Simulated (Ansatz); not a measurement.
Energy landscape of H2N (cation, charge +1), triplet: symmetric bend, bond length relaxed. Scanned: H-N-H angle. Other coordinates (N-H bond length) were minimised at PBE0/def2-TZVP.

Calculation: full CI/cc-pVDZ, frozen core in Ansatz (a first-principles code).

Scanned values (°): 172.23, 161.73, 151.12, 142, 129.22, 118.83, 112.48, 98.85, 90.71, 77.83.

Task: Locate the minima and the barriers on this grid.

Result: Lower than their neighbours: 151.12° (0.000 eV). Higher than their neighbours: 172.23° (0.032 eV, end of the scan), 77.83° (2.407 eV, end of the scan). The whole profile spans 2.407 eV.

The scan ran from 180.0 to 60.0; beyond the range shown the relaxed coordinates jump or full CI changes its symmetry label.
